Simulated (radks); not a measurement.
The numbers below are computed, except where a source is named.
Problem. Ba50+, 6 electrons, occupied as [He] 2s2 2p2. Code: a radial shooting solver on a logarithmic mesh with Libxc functionals. Model: scalar-relativistic Kohn-Sham, BLYP, spin-polarised, spherical densities, finite nucleus; open shells are filled with parallel spins first (spin-orbit coupling, left out, can overturn this in heavy ions); Fermi nuclear charge, rms radius 4.8378 fm. Some entries of the table are withheld. Estimate them.

orbital,occ.,eigenvalue (eV),<r> (bohr),<r^2> (bohr^2)
1s up,1,-41881.23,0.02551,0.0008826
1s down,1,-41852.50,0.02549,0.0008813
2s up,1,(1),0.1050,0.01294
2s down,1,(2),0.1052,0.01300
2p up,2,-9371.780,0.09098,(3)
2p down,0,-9311.471,0.09123,(4)

Solution. 
(1) 2s up eigenvalue (eV): -9861.208
(2) 2s down eigenvalue (eV): -9810.862
(3) 2p up <r^2> (bohr^2): 0.01001
(4) 2p down <r^2> (bohr^2): 0.01007
